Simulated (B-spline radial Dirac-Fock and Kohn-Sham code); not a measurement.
## How the levels of promethium move as electrons are removed

The computed values come from a radial B-spline solver: relaxed Dirac-Fock hole states (ΔSCF) with Breit and QED corrections and a finite nucleus. Each ion is free and in its tabulated ground configuration. Correlation energy is missing from these numbers.

Reference: Pm⁴³⁺, [Ne] 3s2 3p6, with 1s 47847.4 eV, 2s 10007.5 eV, 2p1/2 9612.1 eV, 3s 3818.6 eV. Shifts from it, in eV (a dash: the subshell is empty, belongs to an open shell averaged over j, or its hole state is left out as unreliable):

| ion | configuration | 1s | 2s | 2p1/2 | 3s |
| --- | --- | --- | --- | --- | --- |
| Pm⁴⁴⁺ | [Ne] 3s2 3p5 | +150.6 | +128.3 | +131.2 | +90.2 |
| Pm⁴⁵⁺ | [Ne] 3s2 3p4 | ? | ? | ? | ? |
| Pm⁴⁶⁺ | [Ne] 3s2 3p3 | +457.5 | +389.0 | – | +272.9 |
| Pm⁴⁷⁺ | [Ne] 3s2 3p2 | +613.9 | +521.4 | +533.1 | +365.5 |
| Pm⁴⁸⁺ | [Ne] 3s2 3p1 | +772.2 | +655.2 | +670.2 | +458.8 |
| Pm⁴⁹⁺ | [Ne] 3s2 | +932.5 | +790.2 | +808.6 | +552.9 |
| Pm⁵⁰⁺ | [Ne] 3s1 | – | – | +943.4 | +657.6 |

Problem. Give the missing shifts for Pm⁴⁵⁺.

Solution. 1s +303.1, 2s +258.0, 2p1/2 +264.0, 3s +181.2 (eV).
